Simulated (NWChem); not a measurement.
# CH2BNO; SMILES BN=C=O

```xyz
6

B      0.0000     0.0000    -1.9437
H      0.0000     1.0549    -2.5322
H      0.0000    -1.0549    -2.5322
N      0.0000     0.0000    -0.5388
C      0.0000     0.0000     0.6590
O      0.0000     0.0000     1.8250
```
Atoms are numbered in this order, from 1.

Results from NWChem. Pople sets run with spherical d functions. Geometry: optimised at PBE0/def2-SVP.

**Question.** Order these by “dipole (D)”, lowest first: B3LYP/6-311++G**; B3LYP/STO-3G; B3LYP/6-311G**; B3LYP/3-21G.

**Answer.** B3LYP/STO-3G (0.06), B3LYP/3-21G (0.56), B3LYP/6-311G** (0.95), B3LYP/6-311++G** (1.20)
